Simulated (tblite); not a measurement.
Compound: C₅H₇F₃N (doublet state).
SMILES with atom numbers: `[NH2:1][CH2:2][C:3]([F:4])([F:5])/[CH:6]=[CH:7]\[CH:8][F:9]` (hydrogens: H10, H11 on N1; H12, H13 on C2; H14 on C6; H15 on C7; H16 on C8)

A start from a force field or distance geometry was refined with GFN2-xTB geometry optimisation, gas phase in tblite 0.8.0. Values at the start:

```json
{"coordinate": "N1–C2", "start": "1.435 Å"}
{"coordinate": "N1–H10", "start": "1.038 Å"}
{"coordinate": "C2–C3", "start": "1.512 Å"}
{"coordinate": "C2–H12", "start": "1.135 Å"}
{"coordinate": "C3–F4", "start": "1.396 Å"}
{"coordinate": "C3–C6", "start": "1.482 Å"}
{"coordinate": "C6=C7", "start": "1.335 Å"}
{"coordinate": "C6–H14", "start": "1.079 Å"}
{"coordinate": "C7–C8", "start": "1.474 Å"}
{"coordinate": "C7–H15", "start": "1.096 Å"}
{"coordinate": "C8–F9", "start": "1.368 Å"}
{"coordinate": "C8–H16", "start": "1.100 Å"}
{"coordinate": "N1–C2–C3", "start": "111.7°"}
{"coordinate": "C2–C3–F4", "start": "106.4°"}
{"coordinate": "C2–C3–C6", "start": "113.7°"}
{"coordinate": "C3–C6–C7", "start": "118.5°"}
{"coordinate": "F4–C3–F5", "start": "108.2°"}
{"coordinate": "F4–C3–C6", "start": "107.8°"}
{"coordinate": "C6–C7–C8", "start": "123.6°"}
{"coordinate": "C7–C8–F9", "start": "115.7°"}
{"coordinate": "C2–C3–C6–C7", "start": "-147°"}
{"coordinate": "C6–C7–C8–F9", "start": "90°"}
```

Problem. How do these coordinates change at the GFN2-xTB level?

Solution. 
```json
{"coordinate": "C7–C8", "GFN2-xTB (Å or °)": "1.369", "change": "-0.105"}
{"coordinate": "C6=C7", "GFN2-xTB (Å or °)": "1.378", "change": "+0.043"}
{"coordinate": "C2–H12", "GFN2-xTB (Å or °)": "1.093", "change": "-0.042"}
{"coordinate": "C8–F9", "GFN2-xTB (Å or °)": "1.333", "change": "-0.035"}
{"coordinate": "C2–C3", "GFN2-xTB (Å or °)": "1.540", "change": "+0.028"}
{"coordinate": "N1–H10", "GFN2-xTB (Å or °)": "1.014", "change": "-0.024"}
{"coordinate": "C8–H16", "GFN2-xTB (Å or °)": "1.078", "change": "-0.022"}
{"coordinate": "C3–F4", "GFN2-xTB (Å or °)": "1.381", "change": "-0.015"}
{"coordinate": "C7–H15", "GFN2-xTB (Å or °)": "1.082", "change": "-0.014"}
{"coordinate": "C3–C6", "GFN2-xTB (Å or °)": "1.491", "change": "+0.009"}
{"coordinate": "N1–C2", "GFN2-xTB (Å or °)": "1.442", "change": "+0.007"}
{"coordinate": "C6–H14", "GFN2-xTB (Å or °)": "1.076", "change": "-0.003"}
{"coordinate": "F4–C3–F5", "GFN2-xTB (Å or °)": "103.4", "change": "-4.8"}
{"coordinate": "C3–C6–C7", "GFN2-xTB (Å or °)": "123.1", "change": "+4.6"}
{"coordinate": "C7–C8–F9", "GFN2-xTB (Å or °)": "119.7", "change": "+4.0"}
{"coordinate": "F4–C3–C6", "GFN2-xTB (Å or °)": "110.6", "change": "+2.8"}
{"coordinate": "N1–C2–C3", "GFN2-xTB (Å or °)": "114.2", "change": "+2.5"}
{"coordinate": "C2–C3–F4", "GFN2-xTB (Å or °)": "108.3", "change": "+1.9"}
{"coordinate": "C6–C7–C8", "GFN2-xTB (Å or °)": "124.9", "change": "+1.3"}
{"coordinate": "C2–C3–C6", "GFN2-xTB (Å or °)": "114.2", "change": "+0.5"}
{"coordinate": "C6–C7–C8–F9", "GFN2-xTB (Å or °)": "180", "change": "+90"}
{"coordinate": "C2–C3–C6–C7", "GFN2-xTB (Å or °)": "179", "change": "-34"}
```

The energy falls by 1.398 eV over 142 L-BFGS steps, the largest force on an atom goes from 1.47 to 0.009 eV/Å, and the atoms move by 0.706 Å rms after alignment. The bond that changes most is C7–C8 (ends: carbon bonded to 2 C and H; carbon bonded to C, F and H), which shortens by 0.105 Å. Bonds longer at the end by more than 0.005 Å: 6 of 15; shorter: 8. Among the dihedrals that turn most is H15–C7–C8–F9, from -91° to 0°. Rotational constants go from 3243, 1012, 966.2 to 3431, 842.5, 795.7 MHz.

Its GFN2-xTB frequencies are all real (lowest 42 cm⁻¹).

One conformer stands for the species.

The numbers are calculated, not measured.
